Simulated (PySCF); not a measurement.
# Shapes and spin states of IrOI

Level of theory: PySCF, PBE0, basis Ir def2-SVP with ECP60, O def2-SVP, I def2-SVP with ECP28 (scalar-relativistic core potentials, no spin–orbit coupling, density fitting).

Relaxations began from a few typed shapes and spin states; open shells are unrestricted. The search is not exhaustive: other isomers or separated fragments can lie lower, and high-lying points may rest on an excited occupation.

```
                                                 spin  group                       bonds         angles  imaginary modes (cm⁻¹)  ΔE (kJ/mol)  ΔE with ZPE (kJ/mol)
                                              triplet     Cs  Ir–I 2.518 Å, Ir–O 1.685 Å  I–Ir–O 119.1°                    none          0.0                   0.0
                   broken-symmetry Ms = 0 (⟨S²⟩ 0.63)     Cs  Ir–I 2.504 Å, Ir–O 1.670 Å  I–Ir–O 138.2°                    none          9.4                   9.2
singlet (closed shell, unstable to spin polarisation)     Cs  Ir–I 2.486 Å, Ir–O 1.662 Å  I–Ir–O 145.5°                    none         16.4                  16.6
                                              triplet    C∞v  Ir–I 2.568 Å, Ir–O 1.695 Å  I–Ir–O 180.0°                    117i         32.4                     –
                                              quintet     Cs  Ir–I 2.619 Å, Ir–O 1.765 Å  I–Ir–O 169.7°                    none         40.1                  38.5
```

The lowest minimum found is the triplet Cs: Ir–I 2.518 Å, Ir–O 1.685 Å; I–Ir–O 119.1°.

Formally Ir is in oxidation state +3, d6, with 2 unpaired electrons (the high-spin count would be 4). The Mulliken spin on Ir is 1.30. The polar-tensor charge on Ir, 0.79, is far below the formal one.

For the lowest minimum: other spin states or occupations of the open shell can lie lower. Spin–orbit coupling, left out here, can matter for elements this heavy.

The electron or spin density has lower symmetry than the nuclear frame for the broken-symmetry Ms = 0 (⟨S²⟩ 0.63) Cs at 9.4 kJ/mol, triplet C∞v at 32.4 kJ/mol.
